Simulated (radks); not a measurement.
The numbers below are computed, except where a source is named.
Task: Valence configurations of W II (all share [Xe]). Code: a radial shooting solver on a logarithmic mesh with Libxc functionals. Model: scalar-relativistic Kohn-Sham, BLYP, spin-polarised, spherical densities, finite nucleus; open shells are filled with parallel spins first (spin-orbit coupling, left out, can overturn this in heavy ions); Fermi nuclear charge, rms radius 5.3658 fm. Order these by energy: 4f12 5d4 6s2 6p1; 4f14 5d3 6s1 6p1; 4f13.5 5d4 6s1 6p0.5; 4f14 5d4 6s1; 4f13 5d4 6s2; 4f13 5d5 6s1; 4f14 5d5; 4f14 5d4 6p1; 4f13 5d4 6s1 6p1; 4f13.5 5d3 6s2 6p0.5.

Result: From the lowest, in eV above it: 4f14 5d4 6s1 0.000; 4f14 5d5 0.676; 4f14 5d4 6p1 5.731; 4f14 5d3 6s1 6p1 6.108; 4f13.5 5d4 6s1 6p0.5 17.811; 4f13.5 5d3 6s2 6p0.5 20.689; 4f13 5d5 6s1 31.005; 4f13 5d4 6s2 33.900; 4f13 5d4 6s1 6p1 38.496; 4f12 5d4 6s2 6p1 84.018. NIST lists [Xe] 4f14 5d4 6s1 as the ground configuration; this level of theory agrees among the configurations tried. The energies are those of spherical high-spin densities, not of single terms.
